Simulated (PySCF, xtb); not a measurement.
Mg(Me)(Et) (C3H8Mg), SMILES C[CH2][Mg][CH3].

GFN2-xTB (xtb) at its own geometry gives an orbital gap of 2.23 eV and a dipole moment of 2.23 D.

Coordinates come from a B3LYP-D3(BJ)/def2-SVP optimisation. The structure was generated by enumeration; whether it is a known compound was not checked. One conformer was computed; it need not be the lowest.

**Question.** What does PBE/def2-TZVP (PySCF) give? (Estimate from the structure and the level; the computed values follow.)

**Answer.** gap 3.81 eV (levels -4.99 and -1.18 eV), dipole 0.19 D.
